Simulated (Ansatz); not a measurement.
GeHF₃. Total charge 0; singlet. Geometry relaxed at PBE0-D4/def2-TZVP.

```
atom    x (Å)    y (Å)    z (Å)
 Ge1   0.0689  -0.0183   0.0490
  H2   1.2770  -0.3383   0.9075
  F3   0.4250  -0.0734  -1.6196
  F4  -0.5535   1.5409   0.3585
  F5  -1.2175  -1.1109   0.3047
```

(1) Estimate the harmonic wavenumbers at RKS PBE0-D4/def2-TZVP (Ansatz, unscaled). Is this a minimum?

Answers

(1) 228, 228, 283, 703, 704, 739, 765, 766, 2272 cm⁻¹. Yes, no mode is imaginary beyond noise. Zero-point energy 40.0 kJ/mol. Run time 45 s (2 threads of AMD EPYC 7R13 on a shared host).
